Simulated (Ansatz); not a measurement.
```xyz
8

Si    0.6175    0.8602    0.9430
O    -0.6362    0.1654    0.1836
In   -0.9527   -1.1593   -1.2706
H     1.9282    0.3771    0.4081
H     0.5855    0.5561    2.4019
H     0.5803    2.3410    0.7776
H    -2.6229   -1.3821   -1.5088
H     0.5005   -1.7583   -1.9349
```

Charge 0, multiplicity 1. In: def2 effective core potential.

Task: List the ωB97M-V/def2-TZVPP orbital energies in eV (Ansatz 0.2.0). (Best estimate.)

Result: Computed: Occupied: -1806.74, -525.23, -147.73, -131.65, -101.85, -101.83, -101.83, -88.14, -87.82, -87.79, -29.18, -24.61, -24.43, -24.39, -24.30, -24.20, -17.16, -14.96, -12.85, -12.66, -12.40, -11.11, -10.42, -10.34. Lowest empty: -0.35, 0.91, 1.61, 1.94, 2.71, 2.87, 3.82, 3.83.
